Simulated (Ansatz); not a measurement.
Reaction (redistribution): `[NH2][InH][SnH2][OH]` + `BBr` → `[NH2][InH][Br]` + `[BH2][SnH2][OH]`

Isolated molecules relaxed with PBE0-D4/def2-TZVP in Ansatz; ΔE leaves out vibrations. CBS: MP2 limit from def2 TZ/QZ plus the TZ coupled-cluster correction, frozen cores. DFT in def2-TZVPP. Elements past krypton have def2 core potentials. For Br, In, Sn outer-core shells are correlated without core-valence functions, which leaves a few kJ/mol of doubt a bond. Scalar relativity is left out up to krypton. Each species was taken in one conformer, which may not be the lowest.

`[NH2][InH][SnH2][OH]`:

```xyz
10

N     1.608   -1.985   -0.550
In    1.222   -0.033   -0.286
Sn   -1.311    0.572    0.657
O    -2.001    2.139   -0.344
H     2.469   -2.342   -0.932
H     0.931   -2.720   -0.429
H     2.525    1.026   -0.661
H    -1.376    0.986    2.325
H    -2.514   -0.597    0.329
H    -1.553    2.954   -0.110
```

`BBr`:

Cartesian coordinates in Å:
```
B -0.032 0.082 -0.174
Br 0.275 -0.716 1.512
H -0.844 -0.415 -0.884
H 0.601 1.049 -0.454
```

`[NH2][InH][Br]`:

Z-matrix (Å, degrees):
```
N
In 1 1.996
H 1 1.008 2 121.5
H 1 1.008 2 118.8 3 -144.8
Br 2 2.479 1 109.9 3 161.7
H 2 1.695 1 130.2 3 -23.4
```

`[BH2][SnH2][OH]`:

Z-matrix (Å, degrees):
```
Sn
O 1 1.979
B 1 2.246 2 110.8
H 1 1.705 2 101.6 3 -123.1
H 1 1.718 2 107.1 3 122.3
H 2 0.959 1 112.8 3 -47.1
H 3 1.194 1 120.6 2 -169.4
H 3 1.194 1 120.8 2 11.5
```

| level | ΔE (kJ/mol) |
| --- | --- |
| B97M-V | 29.3 |
| r2SCAN0-D4 | 32.1 |
| BLYP | 42.3 |
| r2SCAN0 | 31.9 |

(1) What does CCSD(T)/CBS give? (An estimate is asked.)

Largest T1 diagnostic among the species: 0.015.

## Answers

(1) Ansatz gave: +34.0 kJ/mol. The listed levels differ from it by -4.7, -1.9, 8.3, -2.1 kJ/mol.

From BLYP to BHLYP (50 % exact exchange), in def2-TZVPP and without D4, ΔE moves by −15.0 kJ/mol. In def2-TZVPP, CCSD(T) changes the Hartree–Fock value by +22.2 kJ/mol (the triples alone add +3.4 kJ/mol) and MP2 by +27.7 kJ/mol. Leaving LDA and LC-ωPBE aside and taking each functional with its dispersion term where it has one, the values, not all of them listed here, spread over 16.8 kJ/mol, from ωB97X-V to PBE-D4. LDA lies +6.3 kJ/mol from PBE without D4.

CCSD(T)/CBS has its own doubt, a few kJ/mol and more with outer-core shells, so smaller differences from it don't rank the levels.
